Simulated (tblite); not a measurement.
Species: C6H13As.
Z-matrix (Å and degrees, GFN2-xTB geometry), rows numbered from 1:
```
C 
C   1  1.5242
C   2  1.5243  1  112.22
As  3  1.9808  2  106.16  1  -168.82
C   4  2.0121  3   88.17  2    22.74
C   5  1.5238  4  112.05  3  -117.91
C   2  1.5283  1  112.28  3  -119.52
H   1  1.0884  2  110.66  3  -179.23
H   1  1.0890  2  110.42  3    60.78
H   1  1.0884  2  110.55  3   -59.15
H   2  1.0973  1  108.56  3   120.45
H   3  1.0952  2  109.75  1   -51.40
H   3  1.0922  2  112.30  1    68.33
H   4  1.5144  3   93.39  2   -71.25
H   5  1.0973  4  108.67  3   122.87
H   6  1.0906  5  110.85  4  -176.48
H   6  1.0914  5  110.42  4   -56.44
H   6  1.0898  5  110.71  4    63.33
H   7  1.0948  2  108.32  1    56.18
H   7  1.0925  2  111.01  1   -62.01
```

Computed with GFN2-xTB (tblite): harmonic, unscaled wavenumbers at the GFN2-xTB geometry, gas phase. The method is semi-empirical: single wavenumbers can be off by several per cent or more. Modes of hydrogen on arsenic can be 10 to 20 % off. One conformer, not necessarily the lowest.

Harmonic wavenumbers (cm⁻¹): 88.3, 145.5, 217.5, 243.9, 259.0, 288.0, 307.6, 370.4, 436.2, 499.1, 586.9, 618.7, 687.5, 760.8, 836.8, 884.9, 896.3, 940.4, 973.3, 1016.4, 1019.8, 1043.2, 1097.4, 1102.6, 1149.8, 1167.0, 1196.7, 1209.3, 1251.3, 1287.8, 1313.3, 1325.4, 1346.5, 1409.7, 1415.3, 1457.1, 1487.7, 1492.9, 1501.0, 1503.4, 1504.2, 1850.4, 2886.7, 2902.6, 2917.9, 2939.2, 2953.4, 2964.6, 2984.0, 2991.2, 3003.4, 3017.7, 3021.5, 3028.6.

A = 2477, B = 1444, C = 1016 MHz; mass 160.023 u (most abundant isotopes); point group C1, symmetry number 1.

Q: What is the zero-point energy?

A: Half the sum of the wavenumbers: 37900 cm⁻¹ = 108.36 kcal/mol.

Q: What is S at 500 K and 1 bar for an ideal gas of classical rigid rotors and harmonic oscillators?

A: Translation 43.71, rotation 30.41, vibration 38.98: S = 113.1 cal/(mol K).

Q: And Cp and H(500 K) − H(0)?

A: Cp = 54.76 cal/(mol K), of which vibrations give 46.81 (their classical limit is 54 R = 107.3); H(500 K) − H(0) = 15.05 kcal/mol without the zero-point energy, 11.08 from vibrations.

Q: How do the functions run with temperature in this model?

A: 
```json
{"T (K)": "150", "S (cal/(mol K))": "72.2", "Cp (cal/(mol K))": "20.0", "H − H(0) (kcal/mol)": "1.93", "G − H(0) (kcal/mol)": "-8.89", "ln q(vib)": "1.35"}
{"T (K)": "250", "S (cal/(mol K))": "84.6", "Cp (cal/(mol K))": "29.6", "H − H(0) (kcal/mol)": "4.41", "G − H(0) (kcal/mol)": "-16.74", "ln q(vib)": "3.17"}
{"T (K)": "298.15", "S (cal/(mol K))": "90.3", "Cp (cal/(mol K))": "34.7", "H − H(0) (kcal/mol)": "5.96", "G − H(0) (kcal/mol)": "-20.95", "ln q(vib)": "4.13"}
{"T (K)": "400", "S (cal/(mol K))": "102.0", "Cp (cal/(mol K))": "45.4", "H − H(0) (kcal/mol)": "10.04", "G − H(0) (kcal/mol)": "-30.74", "ln q(vib)": "6.27"}
{"T (K)": "600", "S (cal/(mol K))": "123.8", "Cp (cal/(mol K))": "62.7", "H − H(0) (kcal/mol)": "20.94", "G − H(0) (kcal/mol)": "-53.35", "ln q(vib)": "10.71"}
{"T (K)": "900", "S (cal/(mol K))": "152.8", "Cp (cal/(mol K))": "79.8", "H − H(0) (kcal/mol)": "42.53", "G − H(0) (kcal/mol)": "-94.96", "ln q(vib)": "17.44"}
```

q(vib) and H(0) count from the zero-point level.

Q: Which modes carry the vibrational entropy at 500 K?

A: 88.3 cm⁻¹: 4.72; 145.5 cm⁻¹: 3.73; 217.5 cm⁻¹: 2.95; 243.9 cm⁻¹: 2.73; 259.0 cm⁻¹: 2.62; 288.0 cm⁻¹: 2.42 cal/(mol K); the other 48 give 19.82 together.

Q: What must be added to the electronic energy to get the Gibbs energy at 500 K and 1 bar?

A: ZPE + [H(500 K) − H(0)] − T·S = 108.36 + 15.05 − 56.56 = 66.85 kcal/mol.

Q: Blend soft modes into free rotors: weight 1/[1 + (100 cm⁻¹/ν̃)⁴] for the oscillator and the rest for a rotor with moment μB/(μ + B), μ = h/(8π²ν), B = 10⁻⁴⁴ kg m². What vibrational entropy results?

A: 38.07 cal/(mol K) in place of 38.98, which changes −T·S at 500 K by +0.46 kcal/mol.

Hindered rotation and anharmonicity are outside this model. Other conformers, if any are populated, would add a mixing term that is left out. The structure is chiral; the term R ln 2 for an equal mix with its mirror image is left out.

On one thread, Arm Neoverse N1 (aarch64), shared host with 64 logical CPUs at a one-minute load of 60, this took 1.2 s. The figure is for the frequency step alone.
